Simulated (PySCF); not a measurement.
C2H5BF2O, SMILES FB(OC)CF. Atoms are numbered in the order given.

```xyz
11

C     -2.3455     0.1857     0.6643
O     -0.9742     0.4867     0.7880
B     -0.0273    -0.0189    -0.0187
F     -0.3455    -0.8547    -1.0042
C      1.4732     0.4033     0.2323
F      2.3431    -0.1803    -0.6571
H     -2.7039    -0.2550     1.6065
H     -2.9043     1.1158     0.4818
H     -2.5390    -0.5178    -0.1591
H      1.7674     0.1346     1.2643
H      1.5654     1.5038     0.1684
```

Geometry optimised at PBE0-D3(BJ)/def2-SVP. This is a generated structure with no PubChem entry under its InChIKey; it may be hypothetical. Other conformers were not sampled.

Two levels are set side by side: PBE/pcSseg-1 (PySCF) and PBE0/pcSseg-1 (PySCF). GIAO shifts against BF3 (¹¹B), CFCl3 (¹⁹F), H2O (¹⁷O), TMS (¹H), TMS (¹³C) at the same level; non-relativistic, no solvent, atoms listed together averaged. Differences are taken from unrounded values.

```csv
quantity,PBE
δ(¹³C) of C1 (ppm),54.2
δ(¹⁷O) of O2 (ppm),119.6
δ(¹¹B) of B3 (ppm),16.0
δ(¹⁹F) of F4 (ppm),-114.4
δ(¹³C) of C5 (ppm),76.5
δ(¹⁹F) of F6 (ppm),-331.0
"δ(¹H) of H10, H11 (ppm)",4.75
```

Problem. These are the PBE values. What does PBE0 give? (An estimate is asked for; the answer gives what the named calculation found.)

Solution. 
| quantity | PBE0 | PBE minus PBE0 |
|---|---|---|
| δ(¹³C) of C1 (ppm) | 53.1 | 1.1 |
| δ(¹⁷O) of O2 (ppm) | 104.5 | 15.0 |
| δ(¹¹B) of B3 (ppm) | 16.5 | -0.5 |
| δ(¹⁹F) of F4 (ppm) | -99.2 | -15.1 |
| δ(¹³C) of C5 (ppm) | 73.6 | 2.8 |
| δ(¹⁹F) of F6 (ppm) | -308.2 | -22.9 |
| δ(¹H) of H10, H11 (ppm) | 4.60 | 0.15 |

Rough cost on one machine, each run with all the roots and properties that it gave: PBE0 against PBE within a factor of 2.
